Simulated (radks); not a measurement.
Results of a calculation; reference values are marked as such.
Task: Radial electron density D(r) = 4 pi r^2 rho(r) of an atom or ion with 40 electrons. Level of theory: Dirac Kohn-Sham, PBEsol, spin-unpolarised, spherical densities, point nucleus (a radial shooting solver on a logarithmic mesh with Libxc functionals).

```
   r/bohr * D(r) (the largest magnitude, 65.3, reaches the edge; | marks zero)
 0.005274 |           *
 0.006042 |             *
 0.006922 |                *
 0.007931 |                   *
 0.009086 |                       *
  0.01041 |                           *
  0.01193 |                               *
  0.01366 |                                  *
  0.01553 |                                      *
  0.01779 |                                         *
  0.02038 |                                           *
  0.02335 |                                            *
  0.02676 |                                            *
  0.03065 |                                           *
  0.03512 |                                         *
  0.04024 |                                       *
   0.0461 |                                     *
  0.05281 |                                     *
  0.06051 |                                       *
  0.06932 |                                           *
  0.07942 |                                               *
  0.09026 |                                                   *
   0.1034 |                                                      *
   0.1185 |                                                      *
   0.1357 |                                                  *
   0.1555 |                                            *
   0.1782 |                                      *
   0.2041 |                                  *
   0.2339 |                                  *
   0.2679 |                                     *
    0.307 |                                        *
   0.3517 |                                         *
   0.4029 |                                      *
   0.4616 |                               *
   0.5247 |                       *
   0.6011 |               *
   0.6887 |           *
    0.789 |         *
   0.9039 |         *
    1.036 |         *
    1.186 |        *
    1.359 |      *
    1.557 |     *
    1.784 |   *
    2.044 | *
    2.342 |*
    2.662 |*
     3.05 *
    3.494 *
    4.003 *
    4.586 *
    5.254 *
    6.019 *
```

What is the nuclear charge?

Result: Z = 42. The innermost maximum, from 1s, lies near gamma/Z bohr with gamma = sqrt(1 - (Z/c)^2) = 0.952, here 0.0227 bohr (found: 0.0247), and its height grows with Z. The density is that of the molybdenum ion Mo2+ in [Kr] 4d4; the configuration itself is not fixed sharply by these data, and Z only to a few units. D(r) has 4 maxima, at r = 0.0247, 0.109, 0.341, 0.995 bohr, and minima at 0.0499, 0.219, 0.848 bohr, inside which lie 2.06, 11.09, 29.33 electrons.
